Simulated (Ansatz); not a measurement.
A series at Zr: from `[NH2][Zr]([F])([F])[F]`, ligands are replaced one by one, each step taking up NH₃ and setting free H–F; n counts the steps. Ansatz, PBE0-D4/def2-TZVP geometries. Each molecule was computed in one conformer, which needn't be the lowest.

```
n                        molecule  HOMO energy, ωB97M-V/def2-TZVPP (eV)
0        `[NH2][Zr]([F])([F])[F]`                                -10.54
1      `[NH2][Zr]([NH2])([F])[F]`                                 -9.95
2    `[NH2][Zr]([NH2])([NH2])[F]`                                     ?
3  `[NH2][Zr]([NH2])([NH2])[NH2]`                                 -9.11
```

By hand: fit a straight line y = ȳ + b (n − n̄) to the 3 given rows and predict n = 2.

n̄ = 1.333, ȳ = -9.867; Σ(n − n̄)(y − ȳ) = 2.187, Σ(n − n̄)² = 4.667, so b = 0.469 eV a step. Prediction: -9.867 + (0.469) × (0.667) = -9.55 eV.

By hand: compare with the computed value, -9.44 eV, and give the steps along the whole series.

The line misses by 0.11 eV (computed minus predicted). Steps: 0.59, 0.51, 0.33 eV.

The steps shrink at each stage, from 0.59 to 0.33 eV, so the series is curved. The highest orbital can change its character along such a series. The miss is 7.7 % of the series' range.
